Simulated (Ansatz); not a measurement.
**One elementary step**

Start structure (AlH3Cl2O, closed shell), relaxed at PBE0-D4/def2-TZVP:

```
atom    x (Å)    y (Å)    z (Å)
 Al1  -0.3837  -0.1409  -0.5001
  O2   0.7545   1.0429  -0.8660
 Cl3   0.0768  -2.1712  -0.6469
 Cl4  -2.3611   0.4365  -0.2323
  H5   0.3360   0.3051   1.6124
  H6  -0.0682  -0.3110   1.7781
  H7   1.6458   0.8386  -1.1449
```

The step: AlHCl₂O ([OH][Al]([Cl])[Cl]) + H₂ → AlHCl₂ ([Cl][AlH][Cl]) + H₂O (still joined by a long Al–O bond); bonds formed: Al1–H6, O2–H5; bonds broken: H5–H6; bonds weakened to dative contacts: Al1–O2. Program: Ansatz 0.2.0. Basis: def2-TZVPP and def2-QZVPP. Cores are frozen in the correlated methods. Extrapolation: Hartree–Fock as exp(−7.88 √X), correlation as X^−2.97. Energies below are by CCSD(T) at an estimated basis limit (MP2 extrapolated from triple and quadruple zeta, plus CCSD(T) − MP2 in triple zeta).

Task: What are the electronic barrier and the energy of the step, from the start structure to the end structure? (Judge from chemistry; the value comes from the calculation.)

Result: Computed: Barrier 105.3 kJ/mol; step energy 17.4 kJ/mol (uphill); reverse barrier, their difference, 87.9 kJ/mol. Barrier and step energy count from the start structure, the reverse barrier from the end structure.

The saddle point: One imaginary mode of 1247i cm⁻¹.
```csv
pair,start (Å),saddle (Å),end (Å)
Al1–H6,2.31,1.74,1.58
O2–H5,2.62,1.24,0.96
Al1–O2,1.68,1.82,1.97
H5–H6,0.76,1.07,2.77
```

Zero-point energy (harmonic, PBE0-D4): ZPE is 79.8 kJ/mol at the start and 83.4 kJ/mol at the saddle, so the barrier goes from 105.3 to 109.0 kJ/mol.

T1 diagnostic: at most 0.011.

Labels in which every atom is bracketed show which atoms are joined, not bond orders.

For scale, one of the runs: CCSD(T)/def2-TZVPP, 199 basis functions, launched by `ansatz run in.yaml --threads 3 --pin off --events-out ev --progress --plain --max-ram 6092MiB`. The run took 28 s on 3 CPU threads of an Intel Xeon (shared host), with 2.4 GiB of host memory at its peak.
